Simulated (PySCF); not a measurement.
**Stationary points of [GeF2]+**

All numbers come from PBE0/[Ge def2-TZVP, F def2-TZVP], no relativity, density fitting, PySCF.

Relaxations began from a few typed shapes; open shells are unrestricted. The search is not exhaustive: other isomers or separated fragments can lie lower, and high-lying points may rest on an excited occupation.

```
   spin  group              bonds         angles  imaginary modes (cm⁻¹)  ΔE (kJ/mol)  ΔE with ZPE (kJ/mol)
doublet    C2v  Ge–F 1.677 Å (×2)  F–Ge–F 117.1°                    none          0.0                   0.0
doublet    D∞h  Ge–F 1.717 Å (×2)  F–Ge–F 180.0°              229i, 229i         69.6                     –
```

The lowest minimum found is the doublet C2v: Ge–F 1.677 Å (×2); F–Ge–F 117.1°.
